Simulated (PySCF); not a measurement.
Several structures and their simulated spectra, in scrambled order.

A. SMILES FCO/C(F)=C\C(F)(F)F
B. SMILES CC(C)[C@@H]1C=CCC[C@@H]1F
C. `InChI=1S/C5H9NO2Si/c1-3-4(2)6-5(7)9-8/h1,4,8H,9H2,2H3,(H,6,7)/t4-/m0/s1`

Spectrum 1. ¹H NMR (400 MHz, computed): δ 6.20 (m, 1H), 5.86 (m, 1H), 4.98 (m, 1H), 2.68 (m, 1H), 2.12 (m, 1H), 2.01 (m, 1H), 1.97 (m, 1H), 1.96 (m, 1H), 1.53 (m, 1H), 1.07 (d, 3H), 1.04 (d, 3H). ¹³C{¹H} NMR (computed): δ 135.5 (CH), 132.4 (CH), 95.1 (CH), 48.3 (CH), 33.8 (CH), 32.2 (CH2), 25.0 (CH3), 24.0 (CH2), 20.5 (CH3).

Spectrum 2. ¹H NMR (400 MHz, computed): δ 5.61 (m, 1H), 4.95 (m, 1H), 4.93 (m, 1H), 4.83 (br s, 1H), 2.44 (br s, 1H), 1.71 (d, 1H), 1.36 (d, 3H). ¹³C{¹H} NMR (computed): δ 183.3 (C), 89.4 (C), 77.6 (CH), 34.3 (CH), 26.0 (CH3).

Spectrum 3. ¹H NMR (400 MHz, computed): δ 6.12 (m, 2H), 4.93 (m, 1H). ¹³C{¹H} NMR (computed): δ 171.1 (C), 132.2 (C), 100.2 (CH2), 84.0 (CH).

How the numbers were obtained: geometry from GFN2-xTB, PBE0/pcSseg-1 with gauge-including orbitals, in PySCF 2.14.0 with density-fitted response routines (averaged over atoms made equivalent by symmetry, fast rotation or ring inversion, gas phase, no relativistic terms, single conformer).

References, each an isolated molecule treated in the same way: ¹H (σ = 31.72 ppm) and ¹³C (σ = 186.93 ppm) vs TMS. Splittings of carbon signals by F and P are missing where no couplings were computed. Where no couplings were computed, multiplicities follow the n + 1 count of equivalent neighbours, and m marks all less simple cases (inequivalent or close neighbours, rings, F or P nearby). Acid and N–H amide carbonyl carbons lie up to 10 ppm further downfield in solution (hydrogen bonding). Shifts are as computed. Against solution values, carbons near 30 ppm lie about +3 ppm off and those near 130 ppm about +5 ppm. Of 1309 compounds with measured shifts, 239 miss one by over three times the rms of a fit or turn the order of signals round; such compounds aren't used in these exercises. OH and NH positions are gas-phase values without hydrogen bonding to other molecules.

Which spectrum belongs to which compound?

Results:

1–B, 2–C, 3–A.

- Spectrum 1 (B): 9 ¹³C signals; δC 135.5 is an alkene CH; δC 132.4 is an alkene CH.
- Spectrum 2 (C): 5 ¹³C signals; δC 89.4 is an alkyne carbon; δC 77.6 is a terminal alkyne carbon.
- Spectrum 3 (A): 4 ¹³C signals; δC 171.1 is an alkene carbon bearing oxygen; δC 132.2 is a CF3 carbon.
